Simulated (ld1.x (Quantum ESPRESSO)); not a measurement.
**Nd PAW: all-electron and pseudo phase curves**

Nd (Z = 60), PAW, made with ld1.x (Quantum ESPRESSO) 7.5 (PBE, scalar-relativistic). Core [Xe], reference 4f4 5d0 6s0 6p0 (charge +2). Waves: 6s (bound, empty): rcut 2.95, rcutus 3.60 bohr; 6s channel at 2.9 Ry: rcut 2.95, rcutus 3.60 bohr; 6p (bound, empty): rcut 3.65, rcutus 4.05 bohr; 6p channel at 1.35 Ry: rcut 3.65, rcutus 4.05 bohr; 5d (bound, empty): rcut 1.95, rcutus 2.35 bohr; 5d channel at -0.1 Ry: rcut 1.95, rcutus 2.35 bohr; 4f (bound): rcut 1.20, rcutus 1.50 bohr; 4f channel at -0.6 Ry: rcut 1.20, rcutus 1.50 bohr. Local part: all-electron potential smoothed inside 1.20 bohr (lloc = -1). Core correction: Bessel-smoothed model core, default radius (core density twice the valence density). Augmentation charge: BG, radius 1.00 bohr.

The phase is arctan(r·u′/u) with u = r·R(r), unwrapped; energies in Ry, scanned from -3 to 5 Ry. A pole is an energy at which the radial function vanishes at the test radius. The pseudo phase is shifted by a multiple of π to meet the all-electron one at the reference energy, and phase errors are pseudo minus all-electron; the curves can meet again beyond the range given. Levels narrower than the energy grid can be missing from the lists of poles. n/a: not evaluated, since a narrow level or a reset projector energy made the automatic matching unsafe.

| channel | radius (bohr) | reference energy (Ry) | poles, all-electron | poles, pseudo | unbroken range about the reference energy with phases within 0.05 rad | phase error 1 Ry above the reference energy (rad) |
| --- | --- | --- | --- | --- | --- | --- |
| s | 4.42 | -0.98 | -0.52, 2.56 | -0.52, 2.56 | -2.4 to 0.7 | +0.003 |
| p | 4.42 | -0.71 | 0.09, 3.36 | 0.08, 1.77, 3.59 | n/a | n/a |
| d | 4.42 | -1.00 | -0.89, 1.27, 4.78 | -0.89, 1.26, 4.42 | below 2.6 | -0.000 |
| f | 4.42 | -1.07 | 0.65, 3.13 | 0.65, 3.13 | n/a | n/a |

Note: ghost state, extra bound levels that the all-electron valence spectrum of the same l lacks: p at -221.5 eV (s not tested). A true bound ghost makes a file unfit for plane-wave use. Its overlap operator is not positive definite in a basis up to 400 Ry (lowest eigenvalue s -0.28), so the file is unfit for use: the generalised eigenproblem breaks down once the basis is large enough, and its test numbers describe a broken file.

Phases in the p channel:

```json
{"E (Ry)": "-3.00", "all-electron": "1.406", "pseudo": "-1.731"}
{"E (Ry)": "-2.76", "all-electron": "1.389", "pseudo": "-1.741"}
{"E (Ry)": "-2.52", "all-electron": "-1.713", "pseudo": "-1.754"}
{"E (Ry)": "-2.28", "all-electron": "-1.762", "pseudo": "-1.771"}
{"E (Ry)": "-2.04", "all-electron": "-1.787", "pseudo": "-1.792"}
{"E (Ry)": "-1.80", "all-electron": "-1.819", "pseudo": "-1.823"}
{"E (Ry)": "-1.56", "all-electron": "-1.866", "pseudo": "-1.870"}
{"E (Ry)": "-1.32", "all-electron": "-1.948", "pseudo": "-1.951"}
{"E (Ry)": "-1.08", "all-electron": "-2.131", "pseudo": "-2.135"}
{"E (Ry)": "-0.84", "all-electron": "-2.792", "pseudo": "-2.794"}
{"E (Ry)": "-0.60", "all-electron": "-4.109", "pseudo": "-4.110"}
{"E (Ry)": "-0.36", "all-electron": "-4.505", "pseudo": "-4.508"}
{"E (Ry)": "-0.12", "all-electron": "-4.644", "pseudo": "-4.647"}
{"E (Ry)": "0.12", "all-electron": "-4.721", "pseudo": "-4.724"}
{"E (Ry)": "0.36", "all-electron": "-4.778", "pseudo": "-4.782"}
{"E (Ry)": "0.60", "all-electron": "-4.833", "pseudo": "-4.837"}
{"E (Ry)": "0.84", "all-electron": "-4.901", "pseudo": "-4.905"}
{"E (Ry)": "1.08", "all-electron": "-5.011", "pseudo": "-5.014"}
{"E (Ry)": "1.32", "all-electron": "-5.275", "pseudo": "-5.275"}
{"E (Ry)": "1.56", "all-electron": "-6.301", "pseudo": "-6.389"}
{"E (Ry)": "1.80", "all-electron": "-7.331", "pseudo": "-8.240"}
{"E (Ry)": "2.04", "all-electron": "-7.593", "pseudo": "-10.629"}
{"E (Ry)": "2.28", "all-electron": "-7.697", "pseudo": "-10.792"}
{"E (Ry)": "2.52", "all-electron": "-7.755", "pseudo": "-10.866"}
{"E (Ry)": "2.76", "all-electron": "-7.792", "pseudo": "-10.910"}
{"E (Ry)": "3.00", "all-electron": "-7.821", "pseudo": "-10.941"}
{"E (Ry)": "3.24", "all-electron": "-7.844", "pseudo": "-10.966"}
{"E (Ry)": "3.48", "all-electron": "-7.864", "pseudo": "-10.987"}
{"E (Ry)": "3.72", "all-electron": "-7.884", "pseudo": "-11.006"}
{"E (Ry)": "3.96", "all-electron": "-7.905", "pseudo": "-11.024"}
{"E (Ry)": "4.20", "all-electron": "-7.928", "pseudo": "-11.044"}
{"E (Ry)": "4.44", "all-electron": "-7.957", "pseudo": "-11.066"}
{"E (Ry)": "4.68", "all-electron": "-7.996", "pseudo": "-11.094"}
{"E (Ry)": "4.92", "all-electron": "-8.061", "pseudo": "-11.134"}
```
